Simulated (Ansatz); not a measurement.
One change: `N[SiH]1BN1` becomes `[SiH3][SiH]1BN1`.

Ansatz, PBE0-D4/def2-TZVP geometries, multiplicity 1. Each molecule was computed in one conformer, which needn't be the lowest.

```json
{"property": "size of the dipole moment (B3LYP/def2-TZVPP) / D", "`N[SiH]1BN1`": "1.97"}
{"property": "HOMO–LUMO gap (B3LYP/def2-TZVPP) / eV", "`N[SiH]1BN1`": "5.98"}
{"property": "HOMO energy (B3LYP/def2-TZVPP) / eV", "`N[SiH]1BN1`": "-6.40"}
{"property": "HOMO–LUMO gap (PBE/def2-TZVPP) / eV", "`N[SiH]1BN1`": "4.26"}
{"property": "HOMO energy (ωB97M-V/def2-TZVPP) / eV", "`N[SiH]1BN1`": "-8.72"}
{"property": "HOMO energy (PBE/def2-TZVPP) / eV", "`N[SiH]1BN1`": "-5.42"}
```

Problem. What does the change do to each property? (Estimate.)

Solution. Ansatz gave: 
```tsv
property	`[SiH3][SiH]1BN1`	shift
size of the dipole moment (B3LYP/def2-TZVPP) / D	1.23	-0.74
HOMO–LUMO gap (B3LYP/def2-TZVPP) / eV	5.94	-0.04
HOMO energy (B3LYP/def2-TZVPP) / eV	-6.77	-0.37
HOMO–LUMO gap (PBE/def2-TZVPP) / eV	4.40	0.14
HOMO energy (ωB97M-V/def2-TZVPP) / eV	-9.00	-0.28
HOMO energy (PBE/def2-TZVPP) / eV	-5.93	-0.51
```

With PBE0 the HOMO falls by 0.38 eV and the LUMO falls by 0.46 eV, so the gap narrows by about 0.08 eV. PBE moves the HOMO by -0.51 eV and ωB97M-V by -0.28 eV. The zero-point energy changes by -3.9 kJ/mol with +3 modes. Dipoles are sizes alone; their direction can turn.

B3LYP here is the variant with VWN-RPA as its local correlation; programs differ in this.
